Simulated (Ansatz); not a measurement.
Calculated with Ansatz (gas phase, PBE0-D4/def2-TZVP geometries, no zero-point term in ΔE). CCSD(T)/CBS is the MP2 limit (def2-TZVPP, def2-QZVPP) plus CCSD(T) − MP2 in def2-TZVPP, frozen cores. This one scheme is used for every species, atoms too. DFT in def2-TZVPP. HSE06 is defined as in plane-wave codes. Open shells (•) are unrestricted, without spin–orbit coupling. Spin–orbit coupling would lower the free atoms: a little for C, Si. One conformer a species, not always the lowest.

Reaction (atomization): `N=C[SiH]1C=N1` → 2 C• + 4 H• + 2 N• + Si•

```json
{"level": "PBE", "ΔE (kcal/mol)": "856.0"}
{"level": "r2SCAN0", "ΔE (kcal/mol)": "801.2"}
{"level": "HSE06", "ΔE (kcal/mol)": "828.4"}
{"level": "CCSD/def2-TZVPP", "ΔE (kcal/mol)": "774.1"}
```

Q: What does CCSD(T)/CBS give? (Best estimate.)

A: The calculation gave: +822.8 kcal/mol. The listed levels differ from it by 33.2, -21.6, 5.6, -48.7 kcal/mol.

Largest T1 diagnostic among the species: 0.016.

Leaving LDA and LC-ωPBE aside and taking each functional with its dispersion term where it has one, the values, not all of them listed here, spread over 71.0 kcal/mol, from BHLYP-D4 to PBE-D4. LDA lies +110.2 kcal/mol from PBE without D4, its usual overbinding. From r2SCAN to r2SCAN0 (25 % exact exchange), in def2-TZVPP and without D4, ΔE moves by −23.0 kcal/mol: exact exchange takes away binding that semilocal exchange gives to molecules.

For atomizations the MP2-based limit and the directly extrapolated one differ by several kJ/mol either way, and by 10 to 25 for some Ge, Se and Sn compounds, so smaller differences from it don't rank the levels.
